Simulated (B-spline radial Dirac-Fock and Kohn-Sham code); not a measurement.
# Two-hole binding energies of Ir⁵⁺

System: Ir⁵⁺ in the configuration 1s2 2s2 2p6 3s2 3p6 3d10 4s2 4p6 4d10 4f14 5s2 5p6 5d4, inside a Watson sphere of charge -5 and radius 1.6 Å (a model of the Madelung potential; inside it an electron's potential energy is raised by 45.0 eV).

The run's input, task.json:

```json
{"items": [{
  "Z": 77,
  "q": 5,
  "cfg": [[1, 0, 2], [2, 0, 2], [2, 1, 6], [3, 0, 2], [3, 1, 6], [3, 2, 10], [4, 0, 2], [4, 1, 6], [4, 2, 10], [4, 3, 14], [5, 0, 2], [5, 1, 6], [5, 2, 4]],
  "A": 193,
  "rrms": 5.4032,
  "watson": [-5, 1.6],
  "do": ["binding", "quiet", "double"]
}]}
```

Command: `python xray_run.py task.json out`

These are calculated numbers from a radial finite-basis atomic code; the model is Dirac-Fock ΔSCF + Breit + QED. U is the two-hole binding energy less the two single-hole energies, the effective repulsion of the holes after relaxation. Each two-hole energy is an average over J within one jj subconfiguration.

| holes | E(a) (eV) | E(b) (eV) | E(ab) (eV) | U (eV) |
| --- | --- | --- | --- | --- |
| 1s⁻¹ 2p1/2⁻¹ | 76142.1 | 12859.7 | 89445.0 | 443.2 |
| 1s⁻¹ 3d3/2⁻¹ | 76142.1 | 2151.5 | 78403.2 | 109.7 |
| 2s⁻² | 13460.9 | 13460.9 | 27159.5 | 237.7 |
| 2s⁻¹ 2p1/2⁻¹ | 13460.9 | 12859.7 | 26548.0 | 227.3 |
| 2s⁻¹ 2p3/2⁻¹ | 13460.9 | 11250.5 | 24921.7 | 210.2 |
| 2s⁻¹ 3p1/2⁻¹ | 13460.9 | 2947.5 | 16510.5 | 102.1 |
| 2s⁻¹ 3d3/2⁻¹ | 13460.9 | 2151.5 | 15718.2 | 105.8 |
| 2p1/2⁻¹ 3d3/2⁻¹ | 12859.7 | 2151.5 | ? | ? |
| 2p3/2⁻¹ 3s⁻¹ | 11250.5 | 3214.1 | 14559.9 | 95.3 |
| 3d5/2⁻² | 2075.9 | 2075.9 | 4229.7 | 77.9 |
| 4d5/2⁻² | 332.9 | 332.9 | 697.9 | 32.1 |
| 4f5/2⁻² | 95.61 | 95.61 | 221.7 | 30.5 |
| 4f5/2⁻¹ 4f7/2⁻¹ | 95.61 | 92.62 | 219.4 | 31.2 |
| 5p1/2⁻² | 92.25 | 92.25 | 204.9 | 20.4 |

Q: Give the missing two-hole energy and U.

A: E(ab) = 15115.7 eV and U = 104.6 eV.
